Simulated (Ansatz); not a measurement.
Reaction (atomization): `[AlH2-]1[SH+][AlH2-][SH+]1` → 2 Al• + 6 H• + 2 S•

Calculated with Ansatz (gas phase, PBE0-D4/def2-TZVP geometries, no zero-point term in ΔE). CCSD(T)/CBS is the MP2 limit (def2-TZVPP, def2-QZVPP) plus CCSD(T) − MP2 in def2-TZVPP, frozen cores. This one scheme is used for every species, atoms too. DFT in def2-TZVPP. B3LYP here is the variant with VWN-RPA as its local correlation; programs differ in this. Open shells (•) are unrestricted, without spin–orbit coupling. Spin–orbit coupling would lower the free atoms: a little for Al, S.

```tsv
level	ΔE (kJ/mol)	difference from CCSD(T)/CBS
BLYP-D4	2719.3	-72.6
B97M-V	2849.5	57.6
r2SCANh-D4	2787.1	-4.8
CAM-B3LYP-D4	2762.8	-29.1
PBE-QIDH	2744.0	-47.9
revPBE	2639.7	-152.2
BLYP	2656.7	-135.2
B3LYP	2707.3	-84.6
r2SCAN0	2764.0	-27.9
BHLYP	2686.3	-105.6
MP2/def2-SVP	2582.1	-209.8
CCSD(T)/def2-SVP	2600.8	-191.1
HF/def2-TZVPP	2080.2	-711.7
SCS-MP2/def2-TZVPP	2722.2	-69.7
SCS-MP2/def2-QZVPP	2774.0	-17.9
CCSD/CBS(def2)	2757.0	-34.9
CCSD(T)/CBS	2791.9	0
```

Largest T1 diagnostic among the species: 0.018.

From r2SCAN to r2SCAN0 (25 % exact exchange), in def2-TZVPP and without D4, ΔE moves by −26.8 kJ/mol: exact exchange takes away binding that semilocal exchange gives to molecules. Leaving LDA and LC-ωPBE aside and taking each functional with its dispersion term where it has one, the values, not all of them listed here, spread over 138.2 kJ/mol, from revPBE-D4 to B97M-V. LDA lies +353.1 kJ/mol from PBE without D4, its usual overbinding. In def2-TZVPP, CCSD(T) changes the Hartree–Fock value by +632.7 kJ/mol (the triples alone add +34.9 kJ/mol) and MP2 by +627.3 kJ/mol; breaking electron pairs costs correlation energy, which Hartree–Fock lacks.

For atomizations the MP2-based limit and the directly extrapolated one differ by several kJ/mol either way, and by 10 to 25 for some Ge, Se and Sn compounds, so smaller differences from it don't rank the levels.
